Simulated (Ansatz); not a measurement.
Geometry optimisation, Ansatz, RKS PBE0/def2-SVP.

The input (input.yaml):

```yaml
crystal:
  periodic: [false, false, false]
  atoms:
    - { symbol: W, position_ang: [0.0, 0.0, 0.0] }
    - { symbol: H, position_ang: [0.0, 0.0, 2.07] }
    - { symbol: O, position_ang: [1.94, 0.0, 0.0] }
    - { symbol: H, position_ang: [2.2771, -0.9519, -0.0197] }
    - { symbol: F, position_ang: [0.0, 1.85, 0.0] }
    - { symbol: Cl, position_ang: [-2.39, 0.0, 0.0] }
    - { symbol: F, position_ang: [0.0, -1.85, 0.0] }
    - { symbol: F, position_ang: [0.0, 0.0, -1.85] }
    - { symbol: O, position_ang: [-1.5969, 1.4031, 0.7063] }
    - { symbol: H, position_ang: [-2.4693, 1.1782, 0.2499] }
    - { symbol: H, position_ang: [-0.7937, 0.6974, 1.9256] }
basis:
  gaussian: { orbitals: def2-SVP }
hamiltonian:
  xc: pbe0
relax:
  f_tol: 0.15
  max_steps: 25
  restrain:
    - { distance: [0, 8], at: 3.14, k: 30.0 }
    - { distance: [10, 1], at: 1.86, k: 30.0 }
    - { distance: [0, 1], at: 1.72, k: 30.0 }
    - { distance: [10, 8], at: 1.01, k: 30.0 }
output:
  orbitals: {}
```

Command:

```bash
$ ansatz run input.yaml --threads 4 --pin off --max-ram 5120MiB --backend cpu --events-out ev --progress --plain --runs-dir out
```

Where does it end, and by what steps?

The run converged. The restraints hold the end off the free minimum. After 22 steps the energy has fallen by 11.831 eV (the restraints' own energy left out); H10 moved furthest, 1.56 Å. The start is strongly strained (largest force component 17 eV/Å), so its close contacts needn't be bonds. Parted: W1–O9 (2.24 → 3.13 Å), W1–H11 (2.20 → 3.04 Å), Cl6–O9 (1.76 → 3.22 Å), Cl6–H10 (1.21 → 2.94 Å). Joined: O9–H11 (1.62 → 0.98 Å).

```json
{"step": "0", "energy less start (eV)": "0.0000", "largest force component (eV/Å)": "16.744", "accepted": "yes"}
{"step": "1", "energy less start (eV)": "-2.0124", "largest force component (eV/Å)": "12.809", "accepted": "yes"}
{"step": "2", "energy less start (eV)": "-5.0895", "largest force component (eV/Å)": "7.426", "accepted": "yes"}
{"step": "3", "energy less start (eV)": "-7.2658", "largest force component (eV/Å)": "4.779", "accepted": "yes"}
{"step": "4", "energy less start (eV)": "-8.8036", "largest force component (eV/Å)": "4.083", "accepted": "yes"}
{"step": "5", "energy less start (eV)": "-10.0978", "largest force component (eV/Å)": "3.442", "accepted": "yes"}
{"step": "6", "energy less start (eV)": "-10.9287", "largest force component (eV/Å)": "2.084", "accepted": "yes"}
{"step": "7", "energy less start (eV)": "-11.1937", "largest force component (eV/Å)": "1.212", "accepted": "yes"}
{"step": "8", "energy less start (eV)": "-11.3463", "largest force component (eV/Å)": "1.599", "accepted": "yes"}
{"step": "9", "energy less start (eV)": "-11.4314", "largest force component (eV/Å)": "1.005", "accepted": "yes"}
{"step": "10", "energy less start (eV)": "-11.4727", "largest force component (eV/Å)": "0.688", "accepted": "yes"}
{"step": "11", "energy less start (eV)": "-11.5322", "largest force component (eV/Å)": "0.784", "accepted": "yes"}
{"step": "12", "energy less start (eV)": "-11.5978", "largest force component (eV/Å)": "1.210", "accepted": "yes"}
{"step": "13", "energy less start (eV)": "-11.6512", "largest force component (eV/Å)": "1.979", "accepted": "yes"}
{"step": "14", "energy less start (eV)": "-11.6879", "largest force component (eV/Å)": "1.840", "accepted": "yes"}
{"step": "15", "energy less start (eV)": "-11.8001", "largest force component (eV/Å)": "0.978", "accepted": "yes"}
{"step": "16", "energy less start (eV)": "-11.8069", "largest force component (eV/Å)": "0.834", "accepted": "yes"}
{"step": "17", "energy less start (eV)": "-11.7878", "largest force component (eV/Å)": "1.389", "accepted": "no"}
{"step": "18", "energy less start (eV)": "-11.8194", "largest force component (eV/Å)": "0.938", "accepted": "yes"}
{"step": "19", "energy less start (eV)": "-11.8197", "largest force component (eV/Å)": "0.858", "accepted": "yes"}
{"step": "20", "energy less start (eV)": "-11.8262", "largest force component (eV/Å)": "0.957", "accepted": "yes"}
{"step": "21", "energy less start (eV)": "-11.8228", "largest force component (eV/Å)": "0.825", "accepted": "no"}
{"step": "22", "energy less start (eV)": "-11.8309", "largest force component (eV/Å)": "0.907", "accepted": "yes"}
```

```xyz
11
Properties=species:S:1:pos:R:3
W -0.009 -0.161 -0.505
H -0.585 -0.651 1.027
O 1.504 0.333 0.464
H 2.039 -0.295 0.971
F 0.051 1.603 -1.060
Cl -2.333 -0.073 -0.607
F 0.723 -1.875 -0.320
F -0.085 -0.774 -2.264
O -1.087 1.575 1.866
H -1.853 1.980 1.438
H -1.399 0.666 2.072
```

The run took 82 s on 4 threads of Arm Neoverse V2 (shared host), peak memory 0.44 GiB.
